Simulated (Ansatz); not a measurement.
Reaction (SMILES): [Cl][Ga] (Cl-Ga) (closed-shell singlet) → Cl atom + Ga atom
B3LYP-D3(BJ)/def2-TZVP geometries, fixed; electronic energies without zero-point terms.
Largest species:
```xyz
2

Ga     0.0000     0.0000    -0.7929
Cl     0.0000     0.0000     1.4460
```
Charge 0, spin multiplicity 1.

The atomisation energy at MP2 with Ansatz (a program for electronic structure), in kcal/mol, split into its Hartree-Fock and correlation parts. Cores are frozen (with 3d on Ga to Br). Open shells are unrestricted. No added dispersion term, no relativity. Functions are those of the species that has most.

```
basis        X  functions  Hartree-Fock     MP2
-----------  -  ---------  ------------  ------
cc-pV(D+d)Z  2         50         81.71  105.58
cc-pV(T+d)Z  3         82         83.35  112.95
cc-pV(Q+d)Z  4        132         83.38  115.59
cc-pV(5+d)Z  5        204         83.42  116.75
```

Worked estimate of the basis-set limit from each neighbouring pair, with Hartree-Fock from the larger set and the correlation part extrapolated as X^-3.
Correlation parts: X = 2: 23.87, X = 3: 29.60, X = 4: 32.21, X = 5: 33.33.
- (2,3): (27·(29.60) - 8·(23.87))/19 = 32.01; with Hartree-Fock 83.35 the estimate is 115.36 kcal/mol.
- (3,4): (64·(32.21) - 27·(29.60))/37 = 34.11; with Hartree-Fock 83.38 the estimate is 117.49 kcal/mol.
- (4,5): (125·(33.33) - 64·(32.21))/61 = 34.51; with Hartree-Fock 83.42 the estimate is 117.93 kcal/mol.
The last two estimates differ by 0.43 kcal/mol; the largest set lies 1.18 from the last. Over the last step Hartree-Fock moves by 0.04 and the correlation part by 1.12.
